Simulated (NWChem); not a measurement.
System: C$_{3}$H$_{3}$ClF$_{2}$; SMILES Cl[C@@]1(C[C@H]1F)F

```xyz
9

F      0.0406    -2.1403    -0.6106
C      0.6534    -1.0045    -0.2273
C      0.5261    -0.5922     1.2175
C     -0.2094     0.1477     0.1520
F     -1.5344    -0.0266     0.0810
Cl     0.2748     1.7736    -0.2833
H      1.5884    -0.8136    -0.7645
H      1.3759    -0.1220     1.7171
H     -0.1037    -1.2404     1.8343
```
Atoms are numbered in this order, from 1.

Geometry: optimised at PBE0/def2-SVP.

Q: Give the principal values of the shielding tensors (ppm) of F1, C2, C3, C4, F5 from LDA (Slater exchange, VWN5)/pcSseg-1, GIAO (NWChem), with their diamagnetic and paramagnetic parts as GIAO splits them.

A: 
| atom | σ11 | σ22 | σ33 | isotropic | diamagnetic | paramagnetic |
|---|---|---|---|---|---|---|
| F1 | 361.2 | 389.7 | 434.5 | 395.1 | 475.3 | -80.2 |
| C2 | 50.8 | 71.6 | 174.3 | 98.9 | 242.5 | -143.6 |
| C3 | 124.5 | 147.4 | 187.7 | 153.2 | 249.4 | -96.2 |
| C4 | 38.5 | 62.6 | 127.9 | 76.3 | 242.8 | -166.4 |
| F5 | 238.8 | 308.6 | 453.6 | 333.7 | 477.2 | -143.5 |
